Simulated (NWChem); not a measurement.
System: CH3FOPb, singlet; SMILES [O](C)[Pb][F]

```xyz
7

Pb     0.2124    -0.4155     0.0066
F     -1.7751    -0.2481    -0.5431
O      0.4561     1.6438     0.2923
C     -0.5487     2.5964     0.1055
H     -0.7289     3.1580     1.0423
H     -0.2434     3.3366    -0.6589
H     -1.5090     2.1523    -0.2152
```
Atoms are numbered in this order, from 1.

Level: PBE0/def2-SVP with def2 effective core potentials on Pb (NWChem), optimised geometry, unscaled harmonic frequencies. Low-valent species are run as closed-shell singlets; no triplet was tried in these runs. def2 effective core potentials on Pb; no spin-orbit coupling.

List the harmonic frequencies with IR intensities, and the thermochemistry.


| frequency (cm⁻¹) | IR intensity (km/mol) |
|---|---|
| 140 | 16.2 |
| 140 | 9.7 |
| 146 | 3.4 |
| 244 | 5.5 |
| 493 | 77.0 |
| 543 | 60.8 |
| 1140 | 211.8 |
| 1169 | 1.4 |
| 1191 | 0.9 |
| 1459 | 38.5 |
| 1468 | 2.9 |
| 1480 | 1.1 |
| 2991 | 127.2 |
| 3066 | 51.6 |
| 3089 | 19.1 |

```yaml
zero_point_energy: 26.8 kcal/mol
thermal correction to the enthalpy at 298.15 K (with zero-point energy): 31.0 kcal/mol
heat capacity Cv: 16.8 cal/(mol K)
entropy at 298.15 K and 1 atm (symmetry number 1): 80.8 cal/(mol K)
```

Rigid rotor and harmonic oscillator.
